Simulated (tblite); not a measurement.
Species: C7H10N (doublet state).
SMILES with atom numbers: `[CH2:1]=[C:2]([CH3:3])[C:4]1=[N:5][CH:6][CH2:7][CH2:8]1` (hydrogens: H9, H10 on C1; H11, H12, H13 on C3; H14 on C6; H15, H16 on C7; H17, H18 on C8)

The geometry is computed with GFN2-xTB (gas phase). This method treats the open shell by occupation alone, without spin polarisation.

**Question.** What internal coordinates does the optimisation give?

**Answer.** 
| bond | length (Å) |
| --- | --- |
| C1=C2 | 1.353 |
| C2–C3 | 1.502 |
| C2–C4 | 1.414 |
| C4=N5 | 1.346 |
| N5–C6 | 1.293 |
| C6–C7 | 1.502 |
| C7–C8 | 1.534 |
| C4–C8 | 1.516 |
| C1–H9 | 1.076 |
| C1–H10 | 1.075 |
| C3–H11, C3–H12, C3–H13 | 1.087 |
| C6–H14 | 1.075 |
| C7–H15, C7–H16 | 1.093 |
| C8–H17, C8–H18 | 1.092 |

Bonds in one row agree within 0.01 Å and their mean is given. A selection of angles:
| angle | degrees |
| --- | --- |
| C1–C2–C3 | 121.3 |
| C1–C2–C4 | 122.1 |
| C3–C2–C4 | 116.6 |
| C2–C4–N5 | 122.1 |
| C2–C4–C8 | 126.4 |
| N5–C4–C8 | 111.5 |
| C4–N5–C6 | 110.0 |
| N5–C6–C7 | 114.4 |
| C6–C7–C8 | 101.6 |
| C4–C8–C7 | 102.4 |

Dihedral angles: C1–C2–C4–N5 180° (antiperiplanar); C2–C4–N5–C6 180° (antiperiplanar); C4–N5–C6–C7 0° (synperiplanar); N5–C6–C7–C8 0° (synperiplanar); C6–C7–C8–C4 0° (synperiplanar); C2–C4–C8–C7 180° (antiperiplanar).

The 2 C–N bonds span 1.293 Å (N5–C6, drawn single in a drawing that doesn't fit all lengths) to 1.346 Å (C4=N5, drawn double in a drawing that doesn't fit all lengths), a spread of 0.053 Å. N5 (nitrogen bonded to 2 C) is bent (angle 110.0°). The 8 heavy atoms lie in one plane (0.001 Å rms). The 6 C–C bonds span 1.353 Å (C1=C2, drawn double in a drawing that doesn't fit all lengths) to 1.534 Å (C7–C8, drawn single in a drawing that doesn't fit all lengths), a spread of 0.181 Å. C4 (carbon bonded to 2 C and N) is planar (angles 126.4°, 122.1° and 111.5°, sum 360.0°, 0.00 Å off the plane of its three neighbours). The 5-membered ring C4–N5–C6–C7–C8 has internal angles of 101.6° to 114.4° (sum 540°, against 540° for a flat polygon); it is planar, 0.00 Å rms from its mean plane, widest ring torsion 0°. C2 (carbon bonded to 3 C) is planar (angles 122.1°, 121.3° and 116.6°, sum 360.0°, 0.00 Å off the plane of its three neighbours).

Point group: Cs (tolerance 0.08 Å). Its GFN2-xTB frequencies are all real (lowest 53 cm⁻¹). 2 starts were optimised and ended at 0.00 and 0.12 kcal/mol (GFN2-xTB); the lowest of these is shown.

One conformer stands for the species.
